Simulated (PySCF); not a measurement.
C2H6OSi2.
Cartesian coordinates in Å at the PBE0-D3(BJ)/def2-SVP level; atoms count from 1:
```
atom  x, y, z in Å
C1    -1.3284    1.1198    0.1435
C2    -0.0578    1.3952   -0.2180
Si3    0.9667   -0.1447   -0.5600
O4    -0.1955   -1.3134   -0.2518
Si5   -1.6997   -0.7236    0.1969
H6    -2.0395    1.9230    0.3754
H7     0.2994    2.4306   -0.2898
H8     1.4525   -0.2292   -1.9685
H9     2.1338   -0.2935    0.3579
H10   -2.7506   -1.1434   -0.7759
H11   -2.0838   -1.2102    1.5544
```

Method used: PBE0-D3(BJ)/def2-SVP geometry optimisation, gas phase in PySCF.

Take the most abundant isotopes and a rigid rotor. 

Problem. Give the principal moments of inertia and the rotational constants in cm⁻¹.

Solution. Ia = 95.65, Ib = 152.27, Ic = 236.06 u·Å²; 505379 MHz·u·Å²/I gives 5284, 3319 and 2141 MHz, that is A = 0.17625, B = 0.11071, C = 0.07141 cm⁻¹.

Problem. Classify the top.

Solution. An asymmetric top: κ = (2 × 3319 − 5284 − 2141)/(5284 − 2141) = -0.25.

Problem. What does the inertial defect say?

Solution. Not planar: Δ = Ic − Ia − Ib = -11.85 u·Å². For a rigid frame Δ = −2 Σ m c², so Σ m c² = 5.93 u·Å² lies off the ab plane, practically all of it from hydrogen. The atom farthest from that plane is 1.22 Å away.

Problem. Predict some low-J microwave lines.

Solution. The dipole components are |μa| = 0.00 D, |μb| = 1.65 D, |μc| = 0.00 D; the symmetry axis of this C2v structure is b, so μa and μc vanish by symmetry and there are no a-type or c-type lines. Some of the stronger lines:

```csv
type,branch,"J(Ka,Kc)",MHz,lower level (cm⁻¹)
b,Q,"1(1,0) ← 1(0,1)",3143,0.182
b,Q,"2(1,1) ← 2(0,2)",4714,0.533
b,Q,"3(2,1) ← 3(1,2)",6171,1.286
b,Q,"2(2,0) ← 2(1,1)",6287,0.690
b,R,"1(1,1) ← 0(0,0)",7425,0.000
b,Q,"3(1,2) ← 3(0,3)",7527,1.035
b,R,"2(0,2) ← 1(1,1)",8563,0.248
b,Q,"2(2,1) ← 2(1,2)",9429,0.573
b,Q,"3(3,0) ← 3(2,1)",11330,1.492
b,Q,"3(2,2) ← 3(1,3)",11411,1.053
b,R,"2(1,2) ← 1(0,1)",11706,0.182
b,R,"3(1,2) ← 2(2,1)",11950,0.887
b,Q,"3(3,1) ← 3(2,2)",12984,1.433
b,R,"3(0,3) ← 2(1,2)",13852,0.573
b,R,"3(1,3) ← 2(0,2)",15576,0.533
b,R,"2(2,1) ← 1(1,0)",17992,0.287
b,R,"2(2,0) ← 1(1,1)",19563,0.248
b,R,"3(2,2) ← 2(1,1)",22274,0.690
b,R,"3(2,1) ← 2(1,2)",27550,0.573
b,R,"3(3,1) ← 2(2,0)",28971,0.900
b,R,"3(3,0) ← 2(2,1)",29451,0.887
```

Whether it is a minimum is left open (no frequencies). Constants of a rigid frame at the computed geometry: no zero-point averaging, no centrifugal distortion.

Hardware: one thread of an Arm Neoverse V1 (shared host). That covers the optimisation of the geometry.
